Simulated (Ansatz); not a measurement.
An input meant for Cu₂O²⁻ (charge -2, singlet; atoms displaced at random, 0.03 Å in each coordinate).

```yaml
crystal:
  periodic: [false, false, false]
  atoms:
    - {symbol: Cu, position_ang: [0.137280, 0.165853, 1.278285]}
    - {symbol: Cu, position_ang: [0.061917, -0.840943, -1.100049]}
    - {symbol: O, position_ang: [-0.179222, 0.752798, -0.525269]}
basis:
  gaussian: {orbitals: def2-SVP}
total_charge: -2
hamiltonian: {xc: {name: PBE}, dispersion: d3bjatm}
scf: {omitted_lower_state_checks: [starts]}
relax: {f_tol: 0.001, max_steps: 2}
```

```sh
$ ansatz run in.yaml --threads 4 --pin off --events-out ev --progress --plain --max-ram 3916MiB
```

Problem. Predict how Ansatz answers.

Solution. The SCF steps converged, but the relaxation ran out of steps. The relaxation is allowed too few steps for its threshold.
```
Functional definition: PBE
911 factors; their error is unknown
mean field evaluation 1: about -90677.0760 eV, gradient 5.0e2 eV
mean field evaluation 2: about -90914.2078 eV, gradient 3.3e2 eV
mean field evaluation 4: about -91131.5049 eV, gradient 2.0e2 eV
mean field evaluation 8: about -91277.8177 eV, gradient 7.8e1 eV
mean field evaluation 16: about -91292.5685 eV, gradient 2.1e1 eV
mean field -91293.87685923 eV, -3354.9880933643 hartree, gradient 1.9e-5 eV, S^2 0.000000; 0 other end points of the search recorded, 0 dependent functions left out
reference -91293.87688567 eV, -3354.9880943360 hartree; 34, 34 occupied and 42, 42 virtual orbitals, 911 factors
relax step   1: F+E_penalty+E_count = -91293.92808493 eV  Δ(F+E_penalty+E_count) = +0.000e0 eV  max|allowed force component| = 1.351e0 eV/Å  Δτ_max = 0.0000 Å  (77 SCF iters, accepted)
911 factors; their error is unknown
mean field evaluation 32: about -91293.9367 eV, gradient 1.7e-5 eV
mean field -91293.93668424 eV, -3354.9902918929 hartree, gradient 1.7e-5 eV, S^2 0.000000; 0 other end points of the search recorded, 0 dependent functions left out
reference -91293.93671067 eV, -3354.9902928643 hartree; 34, 34 occupied and 42, 42 virtual orbitals, 911 factors
relax step   2: F+E_penalty+E_count = -91293.98793618 eV  Δ(F+E_penalty+E_count) = -5.985e-2 eV  max|allowed force component| = 9.932e-1 eV/Å  Δτ_max = 0.0223 Å  (38 SCF iters, accepted)
Error: geometry relaxation did not converge after 2 steps: max|allowed force component| = 9.93e-1 eV/Å (threshold 1.0e-3). Raise `relax.max_steps` over both its present limit and 2, loosen `relax.f_tol`, or start from a geometry closer to equilibrium. Where this run's directory can be resumed (`checkpoint.write`), a resume goes on for up to `relax.max_steps` more
```
